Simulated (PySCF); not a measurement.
Isomers C₆H₁₂BP:

A. `[BH3-][P+]1(C#CC)CCC1`
B. SMILES [BH3-][P+]1(CC#C)CCC1
C. `[BH3-][P+]1(C)C=CCC=C1`

Spectrum 1. 1H NMR (400 MHz, computed): δ 6.54 (m, 2H), 6.08 (m, 2H), 2.96 (m, 1H), 2.95 (m, 1H), 1.32 (m, 3H), 0.92 (br, 3H). 13C{1H} NMR (computed): δ 146.6 (CH), 128.5 (CH), 33.0 (CH2), 18.6 (CH3).

Spectrum 2. 1H NMR (400 MHz, computed): δ 2.76 (m, 1H), 2.24 (m, 2H), 2.24 (m, 1H), 2.11 (s, 3H), 1.94 (m, 2H), 1.10 (br, 3H). 13C{1H} NMR (computed): δ 114.9 (C), 78.3 (C), 29.6 (CH2), 22.9 (CH2), 5.9 (CH3).

Spectrum 3. 1H NMR (400 MHz, computed): δ 2.77 (m, 1H), 2.52 (m, 2H), 2.31 (m, 1H), 2.30 (m, 2H), 2.17 (m, 2H), 2.04 (t, 1H), 0.91 (br, 3H). 13C{1H} NMR (computed): δ 81.5 (C), 76.4 (CH), 23.0 (CH2), 21.3 (CH2), 20.3 (CH2).

PySCF calculation with coordinates at the PBE0-D3(BJ)/def2-SVP level and GIAO PBE0/pcSseg-1 shieldings; single conformer, isolated molecule, fast rotation and ring inversion assumed for equivalent nuclei, relativity neglected.

References, each an isolated molecule treated in the same way: 1H and 13C against TMS. Splittings of carbon signals by F and P are missing where no couplings were computed. Where no couplings were computed, multiplicities follow the n + 1 count of equivalent neighbours, and m marks all less simple cases (inequivalent or close neighbours, rings, F or P nearby). Couplings to H on boron are left out. Carbons bonded to boron are broad in practice. Shifts are as computed. Against solution values, carbons near 30 ppm lie about +2 ppm off and those near 130 ppm about +5 ppm. Of 1309 compounds with measured shifts, 239 miss one by over three times the rms of a fit or turn the order of signals round; such compounds aren't used in these exercises.

Problem. Which spectrum belongs to which compound?

Solution. 1–C, 2–A, 3–B.

- Spectrum 1 (C): 4 13C signals; δC 146.6 is an alkene CH; δC 128.5 is an alkene CH.
- Spectrum 2 (A): 5 13C signals; δC 78.3 is an alkyne carbon; δC 22.9 is an sp3 CH2 in a ring.
- Spectrum 3 (B): 5 13C signals; δC 81.5 is an alkyne carbon; δC 76.4 is a terminal alkyne carbon.
